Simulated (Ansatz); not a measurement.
One change: `NB(O)C=O` becomes `NB(O)[SeH]`.

Ansatz, PBE0-D4/def2-TZVP geometries, multiplicity 1. Each molecule was computed in one conformer, which needn't be the lowest.

Scalar relativity is left out up to krypton.

| property | `NB(O)C=O` |
| --- | --- |
| HOMO energy (B3LYP/def2-TZVPP) / eV | -6.69 |
| HOMO–LUMO gap (PBE/def2-TZVPP) / eV | 2.75 |
| zero-point energy (PBE0-D4/def2-TZVP) / kJ/mol | 171.3 |
| size of the dipole moment (ωB97M-V/def2-TZVPP) / D | 3.68 |
| size of the dipole moment (B3LYP/def2-TZVPP) / D | 3.69 |
| LUMO energy (B3LYP/def2-TZVPP) / eV | -1.72 |

Question: Give the same properties after the change, and the shifts. (Best estimate.)

Answer: Computed: 
```json
{"property": "HOMO energy (B3LYP/def2-TZVPP) / eV", "`NB(O)[SeH]`": "-6.42", "shift": "0.27"}
{"property": "HOMO–LUMO gap (PBE/def2-TZVPP) / eV", "`NB(O)[SeH]`": "4.83", "shift": "2.08"}
{"property": "zero-point energy (PBE0-D4/def2-TZVP) / kJ/mol", "`NB(O)[SeH]`": "142.0", "shift": "-29.3"}
{"property": "size of the dipole moment (ωB97M-V/def2-TZVPP) / D", "`NB(O)[SeH]`": "3.81", "shift": "0.13"}
{"property": "size of the dipole moment (B3LYP/def2-TZVPP) / D", "`NB(O)[SeH]`": "3.75", "shift": "0.06"}
{"property": "LUMO energy (B3LYP/def2-TZVPP) / eV", "`NB(O)[SeH]`": "-0.16", "shift": "1.56"}
```

With PBE0 the HOMO rises by 0.25 eV and the LUMO rises by 1.65 eV, so the gap widens by about 1.40 eV. PBE moves the HOMO by -0.19 eV and ωB97M-V by 0.49 eV. The zero-point energy changes by -29.3 kJ/mol with -3 modes. Dipoles are sizes alone; their direction can turn.

B3LYP here is the variant with VWN-RPA as its local correlation; programs differ in this.

Spin–orbit coupling is left out; it splits and shifts lone-pair levels of the heavy atoms by tenths of an eV.
